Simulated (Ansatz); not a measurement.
Calculated with Ansatz (gas phase, PBE0-D4/def2-TZVP geometries, no zero-point term in ΔE). CCSD(T)/CBS is the MP2 limit (def2-TZVPP, def2-QZVPP) plus CCSD(T) − MP2 in def2-TZVPP, frozen cores. DFT in def2-TZVPP. B3LYP here is the variant with VWN-RPA as its local correlation; programs differ in this. One conformer a species, not always the lowest.

Consider the formal exchange of groups at a C–Al bond: `C=[CH][Al]([CH3])[SiH3]` + `N[SiH](N)O` → `C=C[Si](N)(N)O` + `[CH3][AlH][SiH3]`.

```json
{"level": "PBE-D4", "ΔE (kJ/mol)": "3.8", "difference from CCSD(T)/CBS": "-2.0"}
{"level": "r2SCAN-D4", "ΔE (kJ/mol)": "4.3", "difference from CCSD(T)/CBS": "-1.5"}
{"level": "PBE0-D4", "ΔE (kJ/mol)": "3.2", "difference from CCSD(T)/CBS": "-2.6"}
{"level": "B3LYP-D4", "ΔE (kJ/mol)": "3.7", "difference from CCSD(T)/CBS": "-2.1"}
{"level": "ωB97X-V", "ΔE (kJ/mol)": "3.1", "difference from CCSD(T)/CBS": "-2.7"}
{"level": "ωB97M-V", "ΔE (kJ/mol)": "3.8", "difference from CCSD(T)/CBS": "-2.0"}
{"level": "B2PLYP", "ΔE (kJ/mol)": "7.3", "difference from CCSD(T)/CBS": "1.5"}
{"level": "PBE", "ΔE (kJ/mol)": "6.3", "difference from CCSD(T)/CBS": "0.5"}
{"level": "r2SCAN", "ΔE (kJ/mol)": "4.9", "difference from CCSD(T)/CBS": "-0.9"}
{"level": "PBE0", "ΔE (kJ/mol)": "5.3", "difference from CCSD(T)/CBS": "-0.5"}
{"level": "B3LYP", "ΔE (kJ/mol)": "7.6", "difference from CCSD(T)/CBS": "1.8"}
{"level": "HF/def2-TZVPP", "ΔE (kJ/mol)": "5.3", "difference from CCSD(T)/CBS": "-0.5"}
{"level": "MP2/def2-TZVPP", "ΔE (kJ/mol)": "6.9", "difference from CCSD(T)/CBS": "1.1"}
{"level": "SCS-MP2/def2-TZVPP", "ΔE (kJ/mol)": "6.7", "difference from CCSD(T)/CBS": "0.9"}
{"level": "CCSD/def2-TZVPP", "ΔE (kJ/mol)": "4.8", "difference from CCSD(T)/CBS": "-1.0"}
{"level": "CCSD(T)/def2-TZVPP", "ΔE (kJ/mol)": "5.2", "difference from CCSD(T)/CBS": "-0.6"}
{"level": "HF/def2-QZVPP", "ΔE (kJ/mol)": "5.7", "difference from CCSD(T)/CBS": "-0.1"}
{"level": "MP2/def2-QZVPP", "ΔE (kJ/mol)": "7.4", "difference from CCSD(T)/CBS": "1.6"}
{"level": "SCS-MP2/def2-QZVPP", "ΔE (kJ/mol)": "7.1", "difference from CCSD(T)/CBS": "1.3"}
{"level": "HF/CBS(def2)", "ΔE (kJ/mol)": "5.8", "difference from CCSD(T)/CBS": "0.0"}
{"level": "MP2/CBS(def2)", "ΔE (kJ/mol)": "7.5", "difference from CCSD(T)/CBS": "1.7"}
{"level": "CCSD/CBS(def2)", "ΔE (kJ/mol)": "5.4", "difference from CCSD(T)/CBS": "-0.4"}
{"level": "CCSD(T)/CBS", "ΔE (kJ/mol)": "5.8", "difference from CCSD(T)/CBS": "0"}
```

Largest T1 diagnostic among the species: 0.012.

The D4 term adds −3.9 kJ/mol with B3LYP and −2.0 kJ/mol with PBE0; it sums over pairs of atoms, weighted by their polarisabilities, and B3LYP, whose exchange is more repulsive, gets the larger term.
